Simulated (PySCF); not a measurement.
Cd(NH2)2 (CdH4N2), SMILES [NH2][Cd][NH2]. Coordinates come from a PBE0-D3(BJ)/def2-TZVP optimisation. The def2 effective core potentials stand for the cores of Cd; spin–orbit coupling is left out. Other conformers were not sampled.

Level of theory: PySCF 2.14.0 with PBE0-D3(BJ)/def2-TZVP.

Harmonic wavenumbers (cm⁻¹): 142, 148, 164, 496, 547, 593, 629, 796, 797, 1561, 1561, 3530, 3530, 3623, 3623. Rotational constants (GHz): 145.8, 3.674, 3.671; symmetry number 2.

**Question.** Work out the zero-point energy and the ideal-gas rigid-rotor harmonic-oscillator thermochemistry at 298.15 K and 1 atm.

**Answer.** ZPE = ½ Σ hcν = ½ × 21740 cm⁻¹ = 31.08 kcal/mol. H − E(el) = 35.22 kcal/mol. Entropy in cal/(mol K): translation 40.81, rotation 21.24, vibration 10.51, total 72.56. G − E(el) = 13.58 kcal/mol. Cp = 19.51 cal/(mol K). Modes under 150 cm⁻¹ make the vibrational entropy uncertain.
